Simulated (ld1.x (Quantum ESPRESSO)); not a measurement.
**Before and after: RRKJ potential for vanadium**

- Element: V
- Generator: ld1.x (Quantum ESPRESSO) 7.5
- Type: norm-conserving RRKJ (Kleinman–Bylander form)
- Functional: LDA (PZ)
- Relativity: fully relativistic
- Frozen core: [Ne]
- Valence charge: 13
- Reference configuration: 3s2 3p6 3d3 4s0 4p0 (charge +2)
- Partial waves: 3s (bound): rc 1.35 bohr; 3p (bound): rc 1.65 bohr; 3d (bound): rc 1.55 bohr
- Local potential: the d channel
- Core correction: Bessel-smoothed model core, default radius (core density twice the valence density)

Open shells are filled in proportion to 2j + 1 (rel_dist='average').

Change: all radii but the core radius scaled by about 0.91 (s 1.24, p 1.50, d 1.42 bohr).

Cutoffs: the cutoffs (Ry, on a coarse ladder) from which the occupation-weighted sum of valence levels, in a spherical-Bessel basis at the reference potential, stays within 10 and 1 mRy of its value at 400 Ry; they do not see the model core or the augmentation charge, which bear on the density cutoff. Errors are all-electron minus pseudo energies relative to the spin-unpolarised reference configuration.

Problem. What does the change do?

Solution. Of the 7 tests that both files solve, the error grows in 0 and shrinks in 7 by more than 15 % and 0.3 meV (median size 138.2 → 66.5 meV); neither file shows a bound ghost. Less of the atom is replaced, so other configurations are described better.

| quantity | base | changed |
| --- | --- | --- |
| cutoffs, loose and tight | 90 Ry, 100 Ry | not determined |
| bound ghosts | none | none |
| error for 3s2 3p6 3d3 4s2 4p0, meV [ΔE -22.49 eV] | +134 | +65 |
| error for 3s2 3p6 3d3 4s1 4p0, meV [ΔE -14.55 eV] | +100 | +47 |
| error for 3s2 3p6 3d2 4s0 4p0, meV [ΔE 29.16 eV] | +11 | +7.8 |
| error for 3s2 3p6 3d3 4s0 4p2, meV [ΔE -15.49 eV] | -138 | -66 |
| error for 3s2 3p6 3d2 4s2 4p1, meV [ΔE -16.58 eV] | +239 | +121 |
| error for 3s2 3p5 3d3 4s2 4p0, meV [ΔE 28.40 eV] | +452 | +214 |
| error for 3s2 3p6 3d2 4s2 4p0, meV [ΔE -11.27 eV] | +399 | +200 |
